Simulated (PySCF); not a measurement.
## A small calculation by hand: refractive index and permittivity of the vapour

Ge(H)3(Et) (C₂H₈Ge), SMILES [CH2](C)[GeH3].

Geometry: B3LYP-D3(BJ)/def2-SVP.

PySCF with r2SCAN/def2-TZVPD gives a mean static polarisability of 60.8 bohr³ and a dipole moment of 0.85 D. Take an ideal gas at 298.15 K and 1 bar, whether or not the substance is that volatile.

Task: Work out n − 1 in the optical limit and the static ε − 1.

Result: 
Polarisability volume α' = 60.8 × 0.148185 = 9.01 Å³. Number density N = p/kT = 2.43e-5 Å⁻³.
Dilute limit of Lorentz–Lorenz: n − 1 = 2π N α' = 0.0014.
Orientation term of Debye: μ²/(3kT) = 8.098 Å³ × μ²(D²) = 5.85 Å³.
ε − 1 = 4π N (α' + μ²/3kT) = 0.0045. Orientation of the dipole supplies 39 % of the static response; it can't follow optical fields. Vibrational polarisation and dispersion are left out.
